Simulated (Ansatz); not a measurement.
C$_{3}$H$_{9}$O$_{3}$Sc, SMILES `C[O][Sc]([O]C)[O]C`. Total charge 0; spin multiplicity 1. All single points use the PBE0-D4/def2-TZVP geometry. It is one conformer, not always the lowest.

```xyz
16

C    -1.257    1.062    2.811
O    -0.738    0.607    1.613
Sc   -0.015   -0.013    0.002
O     1.110   -1.510   -0.006
C     1.946   -2.610   -0.042
O    -0.398    0.877   -1.599
C    -0.683    1.554   -2.770
H    -0.598    0.810    3.652
H    -1.388    2.152    2.800
H    -2.238    0.613    3.013
H     1.420   -3.518    0.281
H     2.808   -2.475    0.624
H     2.330   -2.789   -1.055
H    -1.000    2.586   -2.568
H     0.193    1.595   -3.430
H    -1.492    1.061   -3.325
```

What is the dipole moment at B3LYP/def2-TZVPP? (Estimate.)

Ansatz gave: 0.04 D, zero by symmetry or nearly so.

Give the Mulliken charges with B3LYP, r2SCAN, PBE in def2-TZVPP. (Estimate.)

Ansatz gave: 
```csv
atom,B3LYP,r2SCAN,PBE
C1,-0.10,0.03,-0.12
O2,-0.53,-0.53,-0.45
Sc3,1.14,1.14,0.95
O4,-0.53,-0.53,-0.45
C5,-0.10,0.03,-0.12
O6,-0.54,-0.53,-0.45
C7,-0.10,0.03,-0.12
H8,0.08,0.04,0.09
H9,0.08,0.04,0.09
H10,0.08,0.04,0.08
H11,0.08,0.04,0.08
H12,0.08,0.04,0.08
H13,0.09,0.04,0.09
H14,0.08,0.04,0.09
H15,0.08,0.04,0.09
H16,0.08,0.04,0.08
```

B3LYP here is the variant with VWN-RPA as its local correlation; programs differ in this.
